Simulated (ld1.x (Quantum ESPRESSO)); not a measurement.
## bismuth (Bi): excitation energies, all-electron against PAW

| Property | Result |
| --- | --- |
| Element | bismuth (Bi) |
| Generator | ld1.x (Quantum ESPRESSO) 7.5 |
| Type | PAW |
| Functional | PBE |
| Relativity | fully relativistic |
| Frozen core | [Xe] 4f14 |
| Valence charge | 15 |
| Reference configuration | 5d10 6s2 6p2.75 (charge +0.25) |
| Partial waves | 6s (bound): rcut 1.70, rcutus 1.95 bohr; 6s channel at 1.65 Ry: rcut 1.70, rcutus 1.95 bohr; 6p (bound): rcut 2.40, rcutus 2.90 bohr; 6p channel at 1.65 Ry: rcut 2.40, rcutus 2.90 bohr; 5d (bound): rcut 1.75, rcutus 2.25 bohr; 5d channel at 3.15 Ry: rcut 1.75, rcutus 2.25 bohr |
| Local potential | all-electron potential smoothed inside 2.00 bohr (lloc = -2) |
| Core correction | a·sin(br)/r model core, default radius (ld1.x builds one for every PAW set, though the input has nlcc=.false.) |
| Augmentation charge | BG, radius 1.80 bohr |

Open shells are filled in proportion to 2j + 1 (rel_dist='average').

Energies are relative to the spin-unpolarised reference configuration 5d10 6s2 6p2.75; without spin polarisation the order of configurations can differ from experiment.

```json
{"valence configuration": "5d10 6s2 6p3", "charge": "0", "ΔE all-electron (eV)": "-1.377", "error AE − PS (meV)": "+0.1"}
{"valence configuration": "5d10 6s2 6p2", "charge": "+1", "ΔE all-electron (eV)": "6.682", "error AE − PS (meV)": "+2.0"}
{"valence configuration": "5d10 6s2 6p1", "charge": "+2", "ΔE all-electron (eV)": "22.107", "error AE − PS (meV)": "+17"}
{"valence configuration": "5d10 6s2 6p3.3", "charge": "-0.3", "ΔE all-electron (eV)": "-2.513", "error AE − PS (meV)": "+0.4"}
{"valence configuration": "5d10 6s1 6p3", "charge": "+1", "ΔE all-electron (eV)": "17.271", "error AE − PS (meV)": "-1.1"}
{"valence configuration": "5d9 6s2 6p3", "charge": "+1", "ΔE all-electron (eV)": "31.802", "error AE − PS (meV)": "+79"}
```

(1) What are ΔE and the potential's error for 5d9 6s2 6p4?

The ghost test of this file was not conclusive.

Results:

(1) ΔE = 22.527 eV all-electron; the error (AE − PS) is +139 meV.
